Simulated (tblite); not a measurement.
Species: C6H10ClFSi.
SMILES with atom numbers: `[CH3:1][CH2:2][C@@H:3]1[CH:4]=[C:5]([Cl:6])[CH2:7][Si@H:8]1[F:9]` (hydrogens: H10, H11, H12 on C1; H13, H14 on C2; H15 on C3; H16 on C4; H17, H18 on C7; H19 on Si8)

Computed geometry: GFN2-xTB, gas phase.

Q: List the bond lengths, angles and torsions at this level.

A: 
| bond | length (Å) | order |
| --- | --- | --- |
| C1–C2 | 1.524 | single |
| C2–C3 | 1.536 | single |
| C3–C4 | 1.506 | single |
| C4=C5 | 1.324 | double |
| C5–Cl6 | 1.734 | single |
| C5–C7 | 1.497 | single |
| C7–Si8 | 1.901 | single |
| Si8–F9 | 1.619 | single |
| C3–Si8 | 1.911 | single |
| C1–H10, C1–H11, C1–H12 | 1.087 | single |
| C2–H13 | 1.092 | single |
| C2–H14 | 1.092 | single |
| C3–H15 | 1.096 | single |
| C4–H16 | 1.078 | single |
| C7–H17 | 1.090 | single |
| C7–H18 | 1.091 | single |
| Si8–H19 | 1.451 | single |

Bonds in one row agree within 0.01 Å and their mean is given. Orders are formal, as drawn. A selection of angles:
| angle | degrees |
| --- | --- |
| C1–C2–C3 | 113.0 |
| C2–C3–C4 | 111.8 |
| C2–C3–Si8 | 114.5 |
| C4–C3–Si8 | 103.5 |
| C3–C4–C5 | 118.3 |
| C4–C5–Cl6 | 122.4 |
| C4–C5–C7 | 120.6 |
| Cl6–C5–C7 | 116.9 |
| C5–C7–Si8 | 103.0 |
| C7–Si8–F9 | 110.7 |
| C3–Si8–C7 | 94.6 |
| C3–Si8–F9 | 111.0 |

Torsions: C1–C2–C3–C4 -68° (synclinal); C2–C3–C4–C5 -122° (anticlinal); C3–C4–C5–Cl6 180° (antiperiplanar); C4–C5–C7–Si8 0° (synperiplanar); C5–C7–Si8–F9 -114° (anticlinal); C2–C3–Si8–C7 121° (anticlinal).

The 5-membered ring C3–C4–C5–C7–Si8 has internal angles of 94.6° to 120.6° (sum 540°, against 540° for a flat polygon); it is planar, 0.01 Å rms from its mean plane, widest ring torsion 1°. Si8 (fluorine-bound silicon) has angles from 94.6° to 118.3°. Of the pairs four or more bonds apart, H11···H16 is among the closest relative to their van der Waals radii: 2.33 Å, 97 % of the sum of Bondi's values. The C–C distances run from 1.324 Å (C4=C5, drawn double) to 1.536 Å (C2–C3, drawn single), a spread of 0.212 Å.

Point group: C1 (no symmetry element, even within 0.4 Å). Its GFN2-xTB frequencies are all real (lowest 39 cm⁻¹). One conformer, not necessarily the lowest. 2 starts were optimised and ended at 0.00 and 0.02 kcal/mol (GFN2-xTB); the lowest of these is shown.
